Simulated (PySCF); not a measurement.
A single-point calculation

PmOCl (singlet in the valence; each metal's 4f electrons, 4 of them, lie in its core potential, out of spins and levels). PySCF 2.14.0, RKS PBE0, Pm lcecp-1-SVP with ECP50, O def2-SVP, Cl def2-SVP; non-relativistic Hamiltonian with scalar-relativistic core potentials where named; density fitting; no spin-orbit coupling. The geometry is an unrelaxed template.

```python
mol = gto.M(atom='''
Pm     0.00000     0.00000     0.00000
O      1.69540     0.00000     0.75870
Cl    -2.43630     0.00000     1.09030''',
    basis={'Pm': 'lcecp-1-SVP', 'O': 'def2-SVP', 'Cl': 'def2-SVP'},
    ecp={'Pm': 'lcecp-1-SVP'},
    charge=0, spin=0)
mf = dft.RKS(mol, xc='PBE0')
mf.grids.atom_grid = (50, 194)  # f atoms: unpruned, at least (60, 302)
mf = mf.density_fit()  # fitting sets: Pm AutoAux, O def2-universal-JKFIT, Cl def2-universal-JKFIT
mf.conv_tol = 1e-08; mf.max_cycle = 55
mf.kernel(dm0)  # dm0: free metal ions and neutral atoms
```

Run from Python with OMP_NUM_THREADS=2; the lines above give its settings. Where DIIS fails, smearing, a level shift and second-order steps follow.
It took 2.1 s on 2 threads of Arm Neoverse V1, with other jobs on the host, peak memory 0.32 GiB.

(1) Where do the frontier levels lie, over both spins?

(2) What does the SCF print?

(3) What are the Mulliken charges and spins?

An lcecp potential fixes the number of 4f electrons, so in runs with it no electron can move into or out of that shell.

## Answers

(1) HOMO -6.98 eV, LUMO -2.33 eV. The 4f levels lie in the core potential and are missing.

(2) 
```
init E= -581.43392897882
cycle= 1 E= -568.601957394039  delta_E= 12.8  |g|= 1.58  |ddm|= 2.87
cycle= 2 E= -565.531694914593  delta_E= 3.07  |g|= 3.46  |ddm|= 4.85
cycle= 3 E= -568.738222008536  delta_E= -3.21  |g|= 1.38  |ddm|=  3.9
cycle= 4 E= -569.180555753378  delta_E= -0.442  |g|= 0.297  |ddm|= 1.36
...
cycle= 9 E= -569.197551288852  delta_E= -1.68e-07  |g|= 0.000117  |ddm|= 0.000942
cycle= 10 E= -569.197551292996  delta_E= -4.14e-09  |g|= 5.95e-05  |ddm|= 0.000204
Extra cycle  E= -569.197551288577  delta_E= 4.42e-09  |g|= 0.000159  |ddm|= 0.000166
converged SCF energy = -569.197551288577
```

(3) 
```json
{"atom": "Pm1", "charge (e)": "0.867", "spin (e)": "0.000"}
{"atom": "O2", "charge (e)": "-0.424", "spin (e)": "0.000"}
{"atom": "Cl3", "charge (e)": "-0.443", "spin (e)": "0.000"}
```
The spin of the 4f electrons in the core isn't counted.
